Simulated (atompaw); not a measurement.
# An all-electron radial function and its pseudo partner (silver (Ag))

Columns: radius, all-electron u(r) and pseudo u(r) of the 5p shell (level -14.35 eV) of silver in the configuration [Kr] 4d9 5s0 5p0; PBE, scalar-relativistic, PAW (atompaw) scheme, atompaw 4.2.0.5.

```json
{"r (bohr)": "0.108", "all-electron": "-0.0717", "pseudo": "0.0034"}
{"r (bohr)": "0.215", "all-electron": "0.1514", "pseudo": "0.0133"}
{"r (bohr)": "0.323", "all-electron": "0.1513", "pseudo": "0.0297"}
{"r (bohr)": "0.431", "all-electron": "0.0007", "pseudo": "0.0520"}
{"r (bohr)": "0.538", "all-electron": "-0.1566", "pseudo": "0.0795"}
{"r (bohr)": "0.646", "all-electron": "-0.2591", "pseudo": "0.1119"}
{"r (bohr)": "0.754", "all-electron": "-0.2938", "pseudo": "0.1482"}
{"r (bohr)": "0.862", "all-electron": "-0.2716", "pseudo": "0.1874"}
{"r (bohr)": "0.969", "all-electron": "-0.2110", "pseudo": "0.2284"}
{"r (bohr)": "1.077", "all-electron": "-0.1267", "pseudo": "0.2710"}
{"r (bohr)": "1.185", "all-electron": "-0.0315", "pseudo": "0.3139"}
{"r (bohr)": "1.292", "all-electron": "0.0650", "pseudo": "0.3558"}
{"r (bohr)": "1.400", "all-electron": "0.1593", "pseudo": "0.3969"}
{"r (bohr)": "1.508", "all-electron": "0.2470", "pseudo": "0.4360"}
{"r (bohr)": "1.615", "all-electron": "0.3256", "pseudo": "0.4724"}
{"r (bohr)": "1.723", "all-electron": "0.3956", "pseudo": "0.5061"}
{"r (bohr)": "1.831", "all-electron": "0.4560", "pseudo": "0.5365"}
{"r (bohr)": "1.938", "all-electron": "0.5066", "pseudo": "0.5632"}
{"r (bohr)": "2.046", "all-electron": "0.5487", "pseudo": "0.5865"}
{"r (bohr)": "2.154", "all-electron": "0.5823", "pseudo": "0.6061"}
{"r (bohr)": "2.262", "all-electron": "0.6081", "pseudo": "0.6218"}
{"r (bohr)": "2.369", "all-electron": "0.6267", "pseudo": "0.6338"}
{"r (bohr)": "2.477", "all-electron": "0.6391", "pseudo": "0.6421"}
{"r (bohr)": "2.585", "all-electron": "0.6457", "pseudo": "0.6466"}
{"r (bohr)": "2.692", "all-electron": "0.6474", "pseudo": "0.6475"}
{"r (bohr)": "2.800", "all-electron": "0.6446", "pseudo": "0.6446"}
```

(1) How many radial nodes do the two functions have?

(2) Is the pseudo-wave norm-conserving?

Answers

(1) The all-electron 5p function has n − l − 1 = 3; the pseudo-wave has 0, since the states of the same l below it are removed with the core.

(2) No, it belongs to a PAW set: the norm inside the radius is not constrained, and the difference is carried by the augmentation charge.
